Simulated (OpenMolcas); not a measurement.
Ag4+ (d7) among equal point charges was computed by CASSCF with the d shell active (OpenMolcas, ANO-RCC-VDZP on the metal). Its lowest spin-free states, and all those of the highest spin:

```csv
2S+1,Degeneracy,E (cm-1)
4,2,0.0
4,1,177.5
4,2,5044
4,1,5882
4,1,11392
2,2,14684
2,2,18671
2,1,18907
2,2,19019
2,1,19196
4,2,19811
4,1,22196
```

Problem. Is the site octahedral, tetrahedral or cube-like, axial, or of lower symmetry?

Solution. The states with 2S+1 = 4 have orbital degeneracies 2, 1, 2, 1, 1, 2, 1. There are pairs but no triples, so the site is axial: not cubic, but with a proper or improper axis of order three or more. The run had Ag4+ among 6 point charges of -1.7 e arranged as a trigonal antiprism (D3d), 1.91 Å from the ion, with a polar angle of 56.9° against the regular 54.74°.

Spin-orbit coupling mixes the spin-free states strongly: the lowest level takes only 62 % from its leading state, 4E. An orbital doublet at a regular site is open to a Jahn-Teller distortion, which this geometry leaves out. Without dynamic correlation the repulsion within the d shell is too large (B by tens of per cent), so at a given field states of lower spin stand too high. This shell can be high or low spin here, a state of another spin lies low, and with metal d orbitals alone active their balance is uncertain, so the ground spin may be wrong. Point charges give a weaker field than real ligands, and real ions of this kind are as a rule low spin; the high spin found here belongs to the model. This is an electrostatic model: the charges have no orbitals. No measured value stands beside these numbers.
